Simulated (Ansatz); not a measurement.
Ansatz (a quantum-chemistry and plane-wave program) job for C2H10OSi3, SMILES O[Si@@H]1C[C@H]([SiH3])[SiH2]1, PBE/def2-SVPD. Geometry: B3LYP-D3(BJ)/def2-SVP. The structure was generated by enumeration; whether it is a known compound was not checked. One conformer was computed; it need not be the lowest.

Ansatz 0.2 input:
```yaml
crystal:
  periodic: [false, false, false]
  atoms:
    - {symbol: O, position_ang: [2.81395775, 1.39854278, 0.29890318]}
    - {symbol: Si, position_ang: [1.62679061, 0.41815125, -0.35082107]}
    - {symbol: C, position_ang: [-0.16343166, 1.05459598, -0.59224398]}
    - {symbol: C, position_ang: [-0.87912225, -0.33932387, -0.50168493]}
    - {symbol: Si, position_ang: [-2.70356488, -0.27431717, -0.04387280]}
    - {symbol: Si, position_ang: [0.33872746, -1.22890803, 0.70659379]}
    - {symbol: H, position_ang: [2.68634437, 1.70133782, 1.20551938]}
    - {symbol: H, position_ang: [2.18622992, -0.05126654, -1.64829113]}
    - {symbol: H, position_ang: [-0.39057502, 1.61882989, -1.51108210]}
    - {symbol: H, position_ang: [-0.45525204, 1.69096076, 0.26250155]}
    - {symbol: H, position_ang: [-0.78953978, -0.86421905, -1.47036224]}
    - {symbol: H, position_ang: [-3.27345372, -1.65131669, 0.06300785]}
    - {symbol: H, position_ang: [-3.49790905, 0.48709480, -1.05655653]}
    - {symbol: H, position_ang: [-2.85342211, 0.40973065, 1.27576400]}
    - {symbol: H, position_ang: [0.48203635, -2.70721753, 0.55834317]}
    - {symbol: H, position_ang: [-0.01814231, -0.92287344, 2.12690501]}
basis:
  gaussian:
    orbitals: def2-SVPD
hamiltonian:
  xc: {name: PBE}
```

Log of the run:

```
WARN ansatz: RAYON_NUM_THREADS=2 ignored (pool sized by the plan → 2); use --threads N
Functional definition: PBE
integrals: 0.20 GiB planned
1847 factors; their error is unknown
mean field: 1.21 GiB planned
mean field evaluation 1: about -27874.4207 eV, gradient 8.3e1 eV
mean field evaluation 2: about -27809.9673 eV, gradient 1.8e2 eV
mean field evaluation 4: about -27889.0736 eV, gradient 1.7e1 eV
mean field evaluation 8: about -27889.7861 eV, gradient 2.8e-1 eV
mean field evaluation 16: about -27889.7253 eV, gradient 2.1e-4 eV
mean field -27889.72528708 eV, -1024.9284999655 hartree, gradient 5.8e-5 eV, S^2 0.000000; 0 other end points of the search recorded, 0 dependent functions left out
reference -27889.72534876 eV, -1024.9285022323 hartree; 36, 36 occupied and 179, 179 virtual orbitals, 1847 factors
Total energy: -27889.72534876 eV, -1024.9285022323 hartree
```

The calculation finished and met its thresholds.
